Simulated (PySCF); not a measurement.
Worked example: chemical shift, span and skew from a shielding tensor

C2H10GeSi, SMILES C[SiH](C)[GeH3]. Atoms are numbered in the order given.

```xyz
14

Si    -0.9989     0.4311     0.0000
C     -1.7960    -0.2805     1.5521
C     -1.7960    -0.2805    -1.5521
Ge     1.3380    -0.0471     0.0000
H     -1.1590     1.9222     0.0000
H     -1.6703    -1.3739     1.5895
H     -1.3461     0.1455     2.4618
H     -2.8752    -0.0601     1.5699
H     -1.3461     0.1455    -2.4618
H     -1.6703    -1.3739    -1.5895
H     -2.8752    -0.0601    -1.5699
H      1.5839    -1.5720     0.0000
H      2.0397     0.5328     1.2457
H      2.0397     0.5328    -1.2457
```

Geometry: PBE0-D3(BJ)/def2-SVP. This is a generated structure with no PubChem entry under its InChIKey; it may be hypothetical.

GIAO shieldings from PBE/pcSseg-1 (PySCF), non-relativistic, no solvent. The symmetric part of the tensor of C2 has the principal values 177.5, 184.4, 187.4 ppm. The same nucleus in TMS has σ = 182.0 ppm at this level (PySCF, at its B3LYP-D3(BJ)/def2-TZVP geometry).

Task: Work out the isotropic shielding, the ¹³C shift against TMS, the span and the skew.

Result: 
σ(iso) = (σ11 + σ22 + σ33)/3 = 183.1 ppm. δ = σ(ref) − σ(iso) = 182.0 − (183.1) = -1.1 ppm.
Span Ω = σ33 − σ11 = 9.9 ppm. Skew κ = 3(σ(iso) − σ22)/Ω = -0.39. Tumbling in solution averages the tensor to δ; in a static solid the shielding alone would spread this spin-1/2 line over Ω.
